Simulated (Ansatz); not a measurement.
Reaction (hydrogenolysis of a B–O bond): `[SiH3]OBS` + H₂ → `BS` + `O[SiH3]`

Gas-phase electronic energies from Ansatz, PBE0-D4/def2-TZVP geometries. CBS: MP2 limit from def2 TZ/QZ plus the TZ coupled-cluster correction, frozen cores. This one scheme is used for every species. DFT in def2-TZVPP. B3LYP here is the variant with VWN-RPA as its local correlation; programs differ in this. One conformer a species, not always the lowest.

Problem. Is it downhill or uphill in electronic energy at CCSD(T)/CBS, and by how much? (Best estimate.)

Solution. The calculation gave: Uphill: ΔE = +97.3 kJ/mol.

Problem. What do these levels give: r2SCAN-D4, B3LYP-D4, ωB97M-V, PBE0, r2SCANh, CAM-B3LYP, LC-ωPBE, MP2/def2-SVP, CCSD(T)/def2-SVP, CCSD/def2-TZVPP, MP2/CBS(def2), CCSD/CBS(def2)? (An estimate is asked.)

Solution. Computed: r2SCAN-D4 101.4, B3LYP-D4 102.1, ωB97M-V 97.3, PBE0 89.5, r2SCANh 98.4, CAM-B3LYP 93.8, LC-ωPBE 89.8, MP2/def2-SVP 111.0, CCSD(T)/def2-SVP 105.4, CCSD/def2-TZVPP 92.2, MP2/CBS(def2) 102.1, CCSD/CBS(def2) 93.7 kJ/mol.

Largest T1 diagnostic among the species: 0.015.

At CCSD(T), def2-SVP lies +8.1 kJ/mol from the extrapolated value and def2-TZVPP −1.5 kJ/mol. The D4 term adds +11.4 kJ/mol with B3LYP and +6.3 kJ/mol with PBE0; it sums over pairs of atoms, weighted by their polarisabilities, and B3LYP, whose exchange is more repulsive, gets the larger term.
